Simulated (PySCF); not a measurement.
# Ionisation energy of As⁺ by level of theory

As⁺ [Ar] 3d10 4s2 4p2 (3P) → As²⁺ [Ar] 3d10 4s2 4p1 (2P), as a difference of total energies. Computed with PySCF 2.14 in ANO-RCC-VTZP (6s5p3d1f, 43 functions), with scalar relativity by spin-free X2C-1e. Correlated levels: valence and next inner shell: [Ne] frozen. The calculations carry no spin-orbit coupling.

| method | ionisation energy (eV) | difference from reference (eV) |
| --- | --- | --- |
| UHF | 17.987 | -0.602 |
| MP2 (valence and next inner shell) | 18.444 | -0.145 |
| SCS-MP2 (valence and next inner shell) | 18.342 | -0.247 |
| CCSD (valence and next inner shell) | 18.445 | -0.144 |
| CCSD(T) (valence and next inner shell) | 18.476 | -0.113 |

Reference: 18.589 eV (measured; NIST Atomic Spectra Database, ionization energies).

The reference lies between the lowest fine-structure levels, while these numbers refer to the centres of the terms.

Errors of the correlated levels include the incompleteness of this basis and the frozen core.
